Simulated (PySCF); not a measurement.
All of these have the formula C3H7ClO3Si. Method: TDDFT B3LYP/def2-SVPD, vertical, gas phase, core orbitals frozen in the response in PySCF. Geometries: GFN2-xTB; one conformer of each isolated species. Triplets are in the Tamm–Dancoff approximation.

Question: Rank by computed lowest singlet excitation energy, highest first.
A. `CO[C@@H]1CO[Si@H](Cl)O1`
B. `O[Si@H]1OC[C@@H](Cl)CO1`
C. `CO[Si@@H](Cl)OCC=O`
D. `CO[Si@H](Cl)OC(C)=O`
E. `C[Si]1(Cl)OCOCO1`
F. `C1[C@H](CO[Si@H](O)O1)Cl`
G. `O=C(O)[SiH2]OCCCl`

Answer: E (7.45 eV), A (7.30 eV), B (7.06 eV), F (6.93 eV), D (5.70 eV), G (4.96 eV), C (4.25 eV).

```
                 SMILES  S1 (eV)  first f ≥ 0.01 (nm)  LUMO (eV)  gap (eV)  HOMO (eV)    S1 mainly
       C[Si]1(Cl)OCOCO1     7.45                  158       0.18      8.29      -8.11    H→L (95%)
CO[C@@H]1CO[Si@H](Cl)O1     7.30                  165       0.28      8.18      -7.90    H→L (88%)
O[Si@H]1OC[C@@H](Cl)CO1     7.06                  171       0.00      8.11      -8.11  H→L+1 (46%)
 O[Si@H]1OC[C@H](Cl)CO1     6.93                  163      -0.20      7.92      -8.13    H→L (84%)
    CO[Si@H](Cl)OC(C)=O     5.70                  168      -0.48      7.49      -7.97    H→L (94%)
      O=C(O)[SiH2]OCCCl     4.96                  199      -0.99      6.54      -7.53    H→L (96%)
     CO[Si@@H](Cl)OCC=O     4.25                  192      -1.41      6.13      -7.54    H→L (99%)
```

H and L stand for HOMO and LUMO.

Mean S1 by what the SMILES shows (count): single bonds only 7.19 eV (4); a double or triple bond but no aromatic ring 4.97 eV (3).

Without π bonds the low states are Rydberg-like; a valence basis with one diffuse set may place them up to an eV too high.
